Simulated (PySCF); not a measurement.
Run record: geometry optimisation, Ir(PH3)4, `[PH3]->[Ir](<-[PH3])(<-[PH3])<-[PH3]` [radical].

Computed with PBE0-D3(BJ)/def2-SVP geometry optimisation, gas phase, def2 core potentials past Kr (PySCF 2.14.0). Start geometry: GFN2-xTB. A driver script takes a list of jobs; this job's settings line and coordinates (Å) are shown.

Input:
```
{"job": {"xc": "PBE0", "basis": "def2-SVP", "d3": "d3bj", "grid": 1, "maxiter": 40, "kind": "geom"}, "charge": 0, "multiplicity": 2}
Ir    -0.021210    -0.012010     0.033470
P     -0.534330    -0.025050     2.293490
H      0.471040     0.037520     3.250990
H     -1.186590    -1.050310     2.971000
H     -1.284730     0.951010     2.942100
P      2.128710     0.145040    -0.791630
H      2.738420    -0.819380    -1.588290
H      3.241520     0.235690     0.037610
H      2.584210     1.179630    -1.603080
P     -0.954960     1.963000    -0.724160
H     -0.255390     2.925830    -1.444660
H     -1.572170     2.927020     0.067010
H     -2.003770     1.968120    -1.636130
P     -0.668030    -2.097750    -0.733360
H      0.181910    -2.972210    -1.402650
H     -1.653990    -2.230480    -1.702810
H     -1.210640    -3.125660     0.031110
```

Output:
```
step   0  E = -1476.03805348  max force = 0.025251
step   1  E = -1476.05164062  max force = 0.004814
step   2  E = -1476.05246380  max force = 0.002824
step   3  E = -1476.05309329  max force = 0.001329
step   4  E = -1476.05343798  max force = 0.002414
step   5  E = -1476.05365770  max force = 0.001547
step   6  E = -1476.05369415  max force = 0.000428
step   7  E = -1476.05369762  max force = 0.000319
optimisation converged
```

Energies in Eh; «max force» is the largest Cartesian gradient component in Eh/bohr.

Q: How much energy does the optimisation release, in kcal/mol?

A: E(step 0) − E(last step) = 0.015644 Eh, which is 9.8 kcal/mol.

Main results: final energy -1476.05370 Eh after 7 steps; dipole 0.02 D.

Q: Estimate the wall time. Hardware: Arm Neoverse V1, one thread, no GPU (shared host).

A: About 3.6 min.
Labels such as C1 count atoms from 1, the log's own numbers from 0.

Neither the SCF state along the optimisation nor the shape of the open-shell metal species was proved the lowest: other solutions of the same spin, or a structure of lower symmetry, can lie below.
